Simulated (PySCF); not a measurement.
## Spin states and ions at one geometry of PbI2

PySCF 2.14.0, RKS PBE, Pb def2-SVP with ECP60, I def2-SVP with ECP28; non-relativistic Hamiltonian with scalar-relativistic core potentials where named; density fitting; no spin-orbit coupling; singlets restricted, open shells unrestricted. The geometry is relaxed for charge 0, singlet, vacuum:

```xyz
3

Pb    0.7357    0.8623    0.0000
I    -0.4197   -0.4919    2.2344
I    -0.4197   -0.4919   -2.2344
```

Energies count from the relaxed state; an electron taken off or put on is at rest in vacuum. Charges and spins are Mulliken's.

```tsv
state	energy (eV)	spin squared	charge on Pb1 (e)	spin on Pb1 (e)	dipole about the centre of mass (D)
charge 0, singlet, vacuum	0.00	0.00	0.49	0.00	3.56
charge +1, doublet, vacuum	8.72	0.75	0.70	-0.06	1.93
charge -1, doublet, vacuum	-1.51	0.75	-0.05	0.97	2.60
```

Task: What does the state charge 0, triplet, vacuum give?

Result: energy (eV) 2.48, spin squared 2.00, charge on Pb1 (e) 0.18, spin on Pb1 (e) 1.09, dipole about the centre of mass (D) 1.14.

With an electron taken off (doublet) the charges change, summed by element, by Pb +0.21 e, I +0.79 e. The vertical ionisation energy is 8.72 eV, against −ε(HOMO) = 6.11 eV of the relaxed state. The level lies 2.6 eV too high, as is usual for semilocal functionals and global hybrids, which keep a self-interaction error.

With an electron put on (doublet) the charges change, summed by element, by Pb -0.54 e, I -0.46 e. The vertical electron affinity is 1.51 eV, against −ε(LUMO) = 3.90 eV of the relaxed state. The basis has no diffuse functions, which an added electron needs. The added electron's level lies above zero.

Open shells may have lower solutions than those found. Hard to converge, so the more doubtful: charge +1, doublet, vacuum.
